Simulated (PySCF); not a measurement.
In(Cl)(Me)(vinyl) (C3H6ClIn), SMILES [CH3][In]([CH]=C)[Cl].

Geometry optimised at B3LYP-D3(BJ)/def2-SVP. The structure was generated by enumeration; whether it is a known compound was not checked. The def2 effective core potentials stand for the cores of In; spin–orbit coupling is left out. Other conformers were not sampled.

Two levels are set side by side: TDDFT-PBE/def2-SVPD (PySCF) and TDDFT-PBE0/def2-SVPD (PySCF). Vertical, same geometry. The lowest singlet is HOMO→LUMO 99 % with PBE and HOMO→LUMO 98 % with the other functional; states are paired by order. Differences are taken from unrounded values.

| quantity | TDDFT-PBE0 | TDDFT-PBE | TDDFT-PBE minus TDDFT-PBE0 |
|---|---|---|---|
| lowest singlet excitation (eV) | 4.71 | 4.08 | -0.63 |
| lowest triplet excitation (TDA) (eV) | 4.05 | 3.91 | -0.14 |
| first bright state (f over 0.05) (eV) | 5.68 | 5.18 | -0.51 |
| its oscillator strength | 0.07 | 0.07 | 0.00 |

Functionals without exact exchange tend to place singlet excitations lower, as here. Differences between two approximate levels are no errors against the true value.

Rough cost on one machine, each run with all the roots and properties that it gave: TDDFT-PBE0 against TDDFT-PBE about 3 times.
